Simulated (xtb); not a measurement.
2-chlorosilylpropan-2-ol (C3H9ClOSi), SMILES Cl[SiH2]C(O)(C)C. All values are semi-empirical tight-binding results from xtb (GFN2-xTB unless named), good for trends rather than for accurate numbers. Coordinates come from a GFN2-xTB optimisation. Other conformers were not sampled.

Task: Estimate the properties. (The exact figures need the calculation; the answer reports its results.)

Result: 
The orbital gap is 4.90 eV. The dipole moment is 1.61 D. The zero-point energy is 71.2 kcal/mol and the G − E(el) at 298.15 K (modified RRHO) is 50.1 kcal/mol. The static polarisability (D4 model) is 84.0 bohr³, the solvation energy, GFN2-xTB/ALPB(water) is -3.4 kcal/mol and the solvation energy, GFN2-xTB/ALPB(benzene) is -5.2 kcal/mol.
